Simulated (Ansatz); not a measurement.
A single point on C2H8GeN2 (`C[N](C)[Ge][NH2]`).

```yaml
crystal:
  periodic: [false, false, false]
  atoms:
    - {symbol: C, position_ang: [-0.095842, 1.061017, 0.532718]}
    - {symbol: N, position_ang: [0.401019, -0.194115, 0.042073]}
    - {symbol: C, position_ang: [1.678951, -0.550401, 0.604241]}
    - {symbol: Ge, position_ang: [-0.383028, -1.375992, -1.127827]}
    - {symbol: N, position_ang: [-1.992348, -0.544626, -1.387790]}
    - {symbol: H, position_ang: [-0.970421, 1.390869, -0.028484]}
    - {symbol: H, position_ang: [-0.371810, 1.010361, 1.595917]}
    - {symbol: H, position_ang: [0.665423, 1.846961, 0.432648]}
    - {symbol: H, position_ang: [1.629858, -0.656618, 1.697346]}
    - {symbol: H, position_ang: [2.442745, 0.208288, 0.382894]}
    - {symbol: H, position_ang: [2.022094, -1.503692, 0.192709]}
    - {symbol: H, position_ang: [-2.366564, 0.263502, -0.917294]}
    - {symbol: H, position_ang: [-2.660078, -0.955555, -2.019160]}
basis:
  gaussian: {orbitals: def2-TZVPP}
hamiltonian: {xc: pbe}
correlation: {method: rpa}
```

```sh
$ ansatz run in.yaml --threads 4 --pin off --events-out ev --progress --plain --max-ram 11315MiB
```

Output, abridged:

```
Functional definition: PBE
1702 factors; integrals over basis functions are off by at most 1.0e-3 eV
mean field evaluation 1: about -61665.4722 eV, gradient 1.1e2 eV
mean field evaluation 2: about -61665.4680 eV, gradient 1.1e2 eV
mean field evaluation 4: about -61685.2086 eV, gradient 4.6e1 eV
mean field evaluation 8: about -61690.1341 eV, gradient 9.3e-1 eV
mean field evaluation 16: about -61690.1354 eV, gradient 1.6e-3 eV
mean field -61690.13540078 eV, -2267.0706609029 hartree, gradient 2.1e-7 eV, S^2 0.000000; 0 other end points of the search recorded, 0 dependent functions left out
13 core orbitals not correlated: weight in the atoms' cores, before any rotation towards them, 1.000 or more for the frozen orbitals, at most 0.000 for the correlated occupied ones
reference -61624.97907418 eV, -2264.6762100651 hartree; 20, 20 occupied and 251, 251 virtual orbitals, 1702 factors
Total energy: -61669.56290289 eV, -2266.3146355500 hartree
```

Hardware: 4 threads of an Arm Neoverse V2 on a shared host. Wall time 11 s, peak host memory 0.87 GiB.
